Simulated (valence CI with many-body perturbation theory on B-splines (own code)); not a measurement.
**E1 transitions of Se29+**

Calculated by valence CI with perturbative core correlation (CI+MBPT): three valence electrons over a frozen Dirac-Fock core [He], radial functions for each j: 11 s, 11 p, 9 d, 7 f, 5 g, 2 h, 1 i, with the one-electron correlation potential Σ1 (screened to all orders), the two-electron term Σ2, the three-electron term Σ3, Breit, model QED; selected single and double excitations, second order for the rest (own B-spline code, finite nucleus).

No measured spectrum was set against this ion. As an estimate, large intervals hold to a few tenths of a per cent, small ones and those within an open d or f shell to about a per cent.

Lines 201 to 250 of 259 in falling wavelength, among levels below 156.42 Ry, chosen from the strongest by gf and those to the six lowest levels. Wavelengths and rates use the calculated energies. Electric multipoles are in the length gauge, E1 and E2 with the static RPA response of the core. Weak lines are less certain than strong ones. Lines between different terms over intervals too small for the method are left out, as are lines whose strength nearly cancels. The highest levels of a list are the least certain.

Levels are named by their leading jj configuration (3d3/2^4 stands for four electrons in 3d with j = 3/2), which in mixed levels can hold well under half, so a name can repeat and another be missing. Letters in brackets count levels of one name in rising energy.

```tsv
λ vac (nm)	Upper	Lower	A (s⁻¹)	S (a.u.)
0.6370	(2p1/2 2p3/2 3p3/2) J=3/2 [b]	(2s 2p1/2 2p3/2) J=1/2	5.63e+12	2.87e-03
0.6369	(2p1/2 2p3/2 3p3/2) J=3/2 [a]	(2s 2p1/2 2p3/2) J=3/2 [b]	6.33e+12	3.23e-03
0.6363	(2s 2p3/2 3d3/2) J=5/2 [b]	(2s 2p1/2 2p3/2) J=5/2	3.84e+11	2.93e-04
0.6360	(2s 2p3/2 3d5/2) J=7/2 [b]	(2s 2p1/2 2p3/2) J=5/2	1.59e+12	1.62e-03
0.6353	(2p1/2 2p3/2 3p1/2) J=3/2 [b]	(2s 2p1/2 2p3/2) J=3/2 [b]	5.81e+11	2.94e-04
0.6349	(2s 2p3/2 3p3/2) J=3/2 [a]	(2s^2 2p3/2) J=3/2	1.40e+13	7.06e-03
0.6342	(2s 2p1/2 3p3/2) J=3/2 [a]	(2s^2 2p1/2) J=1/2	8.34e+12	4.20e-03
0.6336	(2p1/2 2p3/2 3p3/2) J=3/2 [b]	(2s 2p1/2 2p3/2) J=3/2 [b]	7.49e+12	3.76e-03
0.6334	(2s 2p1/2 3p1/2) J=1/2 [b]	(2s^2 2p1/2) J=1/2	8.33e+12	2.09e-03
0.6323	(2s 2p3/2 3d5/2) J=3/2 [a]	(2s 2p1/2^2) J=1/2	4.42e+11	2.20e-04
0.6323	(2p1/2 2p3/2 3p3/2) J=5/2 [b]	(2s 2p1/2 2p3/2) J=3/2 [b]	7.86e+12	5.88e-03
0.6322	(2s 2p1/2 3p3/2) J=1/2	(2s^2 2p1/2) J=1/2	1.97e+13	4.91e-03
0.6322	(2s 2p3/2 3p3/2) J=5/2 [a]	(2s^2 2p3/2) J=3/2	1.91e+13	1.43e-02
0.6315	(2p1/2 2p3/2 3p1/2) J=3/2 [a]	(2s 2p1/2 2p3/2) J=5/2	1.49e+12	7.40e-04
0.6313	(2s 2p3/2 3d3/2) J=5/2 [b]	(2s 2p1/2 2p3/2) J=3/2 [a]	2.53e+11	1.88e-04
0.6313	(2s 2p3/2 3p3/2) J=1/2 [a]	(2s^2 2p3/2) J=3/2	2.44e+13	6.05e-03
0.6305	(2s 2p1/2 3p3/2) J=3/2 [b]	(2s^2 2p1/2) J=1/2	1.92e+13	9.48e-03
0.6298	(2p1/2^2 3p1/2) J=1/2	(2s 2p1/2^2) J=1/2	3.83e+12	9.45e-04
0.6295	(2p1/2 2p3/2 3p3/2) J=1/2 [b]	(2s 2p1/2 2p3/2) J=3/2 [b]	7.74e+12	1.91e-03
0.6294	(2p1/2 2p3/2 3p1/2) J=5/2	(2s 2p1/2 2p3/2) J=5/2	6.41e+12	4.73e-03
0.6294	(2s 2p3/2 3d5/2) J=1/2	(2s 2p1/2^2) J=1/2	5.33e+12	1.31e-03
0.6281	(2s 2p3/2 3d5/2) J=3/2 [b]	(2s 2p1/2 2p3/2) J=3/2 [a]	5.50e+11	2.69e-04
0.6280	(2p1/2 2p3/2 3p1/2) J=1/2	(2s 2p1/2 2p3/2) J=3/2 [a]	7.54e+12	1.84e-03
0.6279	(2p1/2 2p3/2 3p3/2) J=5/2 [a]	(2s 2p1/2 2p3/2) J=5/2	1.31e+12	9.64e-04
0.6273	(2p1/2^2 3s) J=1/2	(2s^2 2p3/2) J=3/2	8.24e+11	2.01e-04
0.6267	(2p1/2 2p3/2 3p1/2) J=3/2 [a]	(2s 2p1/2 2p3/2) J=3/2 [a]	5.76e+12	2.80e-03
0.6250	(2p1/2 2p3/2 3p3/2) J=7/2	(2s 2p1/2 2p3/2) J=5/2	1.19e+13	1.15e-02
0.6248	(2p1/2 2p3/2 3p1/2) J=3/2 [b]	(2s 2p1/2 2p3/2) J=5/2	1.37e+13	6.58e-03
0.6245	(2p1/2 2p3/2 3p1/2) J=5/2	(2s 2p1/2 2p3/2) J=3/2 [a]	1.54e+12	1.11e-03
0.6245	(2s 2p3/2 3p1/2) J=1/2	(2s^2 2p3/2) J=3/2	1.00e+13	2.40e-03
0.6243	(2s 2p3/2 3p1/2) J=3/2 [b]	(2s^2 2p3/2) J=3/2	6.23e+12	2.99e-03
0.6241	(2p1/2^2 3p3/2) J=3/2	(2s 2p1/2^2) J=1/2	1.19e+13	5.71e-03
0.6231	(2p1/2 2p3/2 3p3/2) J=5/2 [a]	(2s 2p1/2 2p3/2) J=3/2 [a]	1.12e+13	8.04e-03
0.6231	(2p1/2 2p3/2 3p3/2) J=3/2 [b]	(2s 2p1/2 2p3/2) J=5/2	8.98e+11	4.29e-04
0.6230	(2s 2p3/2 3p1/2) J=3/2 [a]	(2s^2 2p1/2) J=1/2	1.60e+11	7.64e-05
0.6224	(2p1/2 2p3/2 3p3/2) J=1/2 [a]	(2s 2p1/2 2p3/2) J=3/2 [a]	4.57e+12	1.09e-03
0.6218	(2p1/2 2p3/2 3p3/2) J=5/2 [b]	(2s 2p1/2 2p3/2) J=5/2	5.76e+12	4.10e-03
0.6215	(2p1/2 2p3/2 3p3/2) J=3/2 [a]	(2s 2p1/2 2p3/2) J=3/2 [a]	3.63e+12	1.72e-03
0.6214	(2s 2p3/2 3p3/2) J=5/2 [b]	(2s^2 2p3/2) J=3/2	5.03e+12	3.57e-03
0.6203	(2s 2p3/2 3p3/2) J=3/2 [b]	(2s^2 2p3/2) J=3/2	6.08e+12	2.87e-03
0.6200	(2p1/2 2p3/2 3p1/2) J=3/2 [b]	(2s 2p1/2 2p3/2) J=3/2 [a]	1.02e+12	4.81e-04
0.6198	(2s 2p3/2 3p3/2) J=3/2 [a]	(2s^2 2p1/2) J=1/2	3.05e+11	1.43e-04
0.6191	(2s 2p3/2 3d5/2) J=3/2 [b]	(2s 2p1/2^2) J=1/2	3.54e+11	1.66e-04
0.6184	(2p1/2 2p3/2 3p3/2) J=3/2 [b]	(2s 2p1/2 2p3/2) J=3/2 [a]	2.71e+12	1.27e-03
0.6165	(2p1/2 2p3/2 3s) J=3/2 [a]	(2s^2 2p3/2) J=3/2	8.87e+11	4.10e-04
0.6164	(2s 2p3/2 3p3/2) J=1/2 [a]	(2s^2 2p1/2) J=1/2	1.58e+12	3.66e-04
0.6140	(2p1/2 2p3/2 3s) J=1/2	(2s^2 2p3/2) J=3/2	1.05e+12	2.39e-04
0.6135	(2p1/2 2p3/2 3p3/2) J=1/2 [a]	(2s 2p1/2^2) J=1/2	1.24e+12	2.83e-04
0.6135	(2p1/2 2p3/2 3s) J=5/2	(2s^2 2p3/2) J=3/2	8.06e+11	5.51e-04
0.6127	(2p1/2 2p3/2 3p3/2) J=3/2 [a]	(2s 2p1/2^2) J=1/2	1.27e+12	5.77e-04
```
